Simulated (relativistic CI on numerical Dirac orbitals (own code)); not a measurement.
## Pd5+ (4d5) in a crystal field

Calculated by Dirac-Coulomb-Breit CI, KLI orbitals optimised for each configuration, model QED (radiative potential, 1s self-energy scaled to tabulated hydrogen-like ionisation energies), valence Slater integrals scaled by 0.65, one configuration in a parametric crystal field (own radial code).

Field parameters in Wybourne normalisation: Oh B⁴₀ = 21Dq, B⁴₄ = √(5/14) B⁴₀. The field is a parameter set, without covalency.

S and J are read from ⟨S²⟩ = S(S + 1) and ⟨J²⟩ = J(J + 1) of each level; they are not fictitious spins.

Oh, 10Dq = 8500 cm⁻¹, the lowest 16 levels:

```
E (cm⁻¹)  Degeneracy  Irrep     S     J
     0.0           2     Γ7  2.46  2.52
    10.2           4     Γ8  2.46  2.51
   12710           2     Γ7  1.22  3.74
   14653           4     Γ8  1.46  3.91
   14981           4     Γ8  1.46  3.50
   15721           2     Γ6  1.49  3.18
   17554           2     Γ7  1.38  3.46
   17882           4     Γ8  1.35  3.90
   19031           2     Γ6  1.48  4.75
   19229           4     Γ8  1.46  4.34
   20105           2     Γ7  1.04  4.34
   20320           4     Γ8  1.19  4.41
   21064           2     Γ7  1.40  4.64
   21475           4     Γ8  1.21  4.46
   21551           2     Γ6  1.43  4.01
   21780           4     Γ8  1.30  4.52
```

Principal g values of the ground doublet: 3.30, 3.30, 3.30.

Oh, 10Dq = 15350 cm⁻¹, the lowest 16 levels:

```tsv
E (cm⁻¹)	Degeneracy	Irrep	S	J
0.0	2	Γ7	2.29	2.76
209	4	Γ8	2.40	2.60
3425	2	Γ7	1.08	4.12
6777	4	Γ8	0.95	4.20
9190	4	Γ8	1.51	3.62
9880	2	Γ6	1.49	3.13
10438	4	Γ8	1.37	4.00
11059	2	Γ7	1.43	3.99
13945	2	Γ6	1.49	4.11
14071	2	Γ7	1.41	3.33
14119	4	Γ8	1.47	3.83
14411	4	Γ8	1.40	3.71
17806	4	Γ8	0.78	4.98
18980	2	Γ7	0.76	4.92
19777	2	Γ6	0.82	4.83
19991	2	Γ7	0.92	4.69
```

Principal g values of the ground doublet: 3.15, 3.15, 3.15.

Oh, 10Dq = 22150 cm⁻¹, the lowest 16 levels:

| E (cm⁻¹) | Degeneracy | Irrep | S | J |
| --- | --- | --- | --- | --- |
| 0.0 | 2 | Γ7 | 0.65 | 4.42 |
| 3710 | 4 | Γ8 | 0.66 | 4.34 |
| 8348 | 4 | Γ8 | 2.11 | 3.08 |
| 8672 | 2 | Γ7 | 2.19 | 2.98 |
| 12072 | 4 | Γ8 | 1.51 | 3.49 |
| 12583 | 2 | Γ6 | 1.49 | 3.13 |
| 13632 | 4 | Γ8 | 1.89 | 3.57 |
| 14167 | 2 | Γ7 | 1.83 | 3.56 |
| 16848 | 2 | Γ6 | 1.49 | 3.92 |
| 17042 | 4 | Γ8 | 1.48 | 3.67 |
| 17230 | 2 | Γ7 | 1.43 | 3.25 |
| 17325 | 4 | Γ8 | 1.45 | 3.52 |
| 21056 | 4 | Γ8 | 0.59 | 5.20 |
| 22047 | 2 | Γ7 | 0.60 | 4.86 |
| 23072 | 2 | Γ6 | 0.56 | 5.08 |
| 23634 | 2 | Γ7 | 0.67 | 4.83 |

Principal g values of the ground doublet: 2.31, 2.31, 2.31.

Oh, 10Dq = 28950 cm⁻¹, the lowest 16 levels:

| E (cm⁻¹) | Degeneracy | Irrep | S | J |
| --- | --- | --- | --- | --- |
| 0.0 | 2 | Γ7 | 0.56 | 4.51 |
| 3596 | 4 | Γ8 | 0.54 | 4.37 |
| 16482 | 4 | Γ8 | 1.64 | 3.69 |
| 17088 | 2 | Γ7 | 1.66 | 3.60 |
| 18238 | 4 | Γ8 | 1.49 | 3.47 |
| 18730 | 2 | Γ6 | 1.50 | 3.13 |
| 23072 | 2 | Γ6 | 1.49 | 3.84 |
| 23124 | 4 | Γ8 | 1.61 | 3.56 |
| 23469 | 4 | Γ8 | 1.53 | 3.54 |
| 23562 | 2 | Γ7 | 1.50 | 3.24 |
| 24384 | 2 | Γ7 | 2.31 | 2.81 |
| 24455 | 4 | Γ8 | 2.23 | 2.81 |
| 27361 | 4 | Γ8 | 0.55 | 5.24 |
| 28265 | 2 | Γ7 | 0.58 | 4.81 |
| 29328 | 2 | Γ6 | 0.53 | 5.10 |
| 30073 | 2 | Γ7 | 0.60 | 4.80 |

Principal g values of the ground doublet: 2.26, 2.26, 2.26.

Oh, 10Dq = 35800 cm⁻¹, the lowest 10 levels:

| E (cm⁻¹) | Degeneracy | Irrep | S | J |
| --- | --- | --- | --- | --- |
| 0.0 | 2 | Γ7 | 0.53 | 4.54 |
| 3498 | 4 | Γ8 | 0.52 | 4.35 |
| 23369 | 4 | Γ8 | 1.53 | 3.81 |
| 23955 | 2 | Γ7 | 1.54 | 3.72 |
| 24699 | 4 | Γ8 | 1.49 | 3.47 |
| 25202 | 2 | Γ6 | 1.50 | 3.14 |
| 29582 | 2 | Γ6 | 1.49 | 3.80 |
| 29738 | 4 | Γ8 | 1.49 | 3.58 |
| 30110 | 4 | Γ8 | 1.47 | 3.48 |
| 30215 | 2 | Γ7 | 1.44 | 3.25 |

Principal g values of the ground doublet: 2.22, 2.22, 2.22.

The free-ion ground term has S = 5/2. The field overcomes the spin-pairing energy for Oh, 10Dq = 22150 cm⁻¹; Oh, 10Dq = 28950 cm⁻¹; Oh, 10Dq = 35800 cm⁻¹, where the ground state has lower spin; these fields are assumed values.

Levels of this model without a field, named by their leading LS term (the scale mimics covalency, so terms lie below those of the real free ion): ⁶S5/2 0, ⁴G5/2 20352, ⁴G7/2 21242, ⁴G11/2 21443, ⁴G9/2 21677, ⁴P5/2 22564, ⁴P3/2 23322, ⁴P1/2 24532 cm⁻¹.
